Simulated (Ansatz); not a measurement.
Z-matrix (Å, degrees):
```
Si
O 1 1.668
H 1 1.481 2 109.4
H 1 1.481 2 109.4 3 -121.4
H 1 1.479 2 105.7 3 119.3
B 2 1.332 1 133.0 3 60.6
Cl 6 1.750 2 120.0 1 -179.9
Cl 6 1.765 2 121.1 1 0.0
```

The species carries charge 0 and has multiplicity 1.

**Question.** List the PBE0/def2-TZVPP orbital energies in eV (the Gaussian-basis code of Ansatz). (Estimate.)

**Answer.** Ansatz gave: Occupied: -2767.79, -2767.66, -1803.67, -523.78, -259.65, -259.52, -197.93, -197.81, -197.80, -197.78, -197.68, -197.64, -187.90, -145.93, -100.64, -100.56, -100.56, -29.40, -24.07, -23.27, -17.20, -14.28, -13.28, -13.17, -12.55, -10.87, -10.43, -9.92, -9.70, -9.65, -9.43, -9.00. Lowest empty: -0.59, -0.17, 1.12, 1.50, 1.53, 1.75, 2.37, 3.44.
